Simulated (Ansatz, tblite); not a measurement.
Forces on CoBr₂ at its PBE0-D4/def2-TZVP geometry. Charge 0, multiplicity 4.

The xTB rows come from tblite.

GFN2-xTB (tblite), largest force 1.09 eV/Å:

```xyz
3
positions Å, forces eV/Å
Co    0.000   -0.001    0.000    0.000    0.001    0.000
Br   -2.150   -0.265    0.536    1.054    0.129   -0.263
Br    2.149    0.265   -0.536   -1.054   -0.130    0.263
```

PBE-D4/def2-TZVP (Ansatz), largest force 0.16 eV/Å:

```
Co 0.000 0.001 0.000
Br 0.153 0.019 -0.038
Br -0.153 -0.019 0.038
```

PBE0-D4/def2-TZVP (Ansatz), largest force 0.00 eV/Å:

```
Co 0.000 0.000 0.000
Br 0.000 0.000 0.000
Br 0.000 0.000 0.000
```
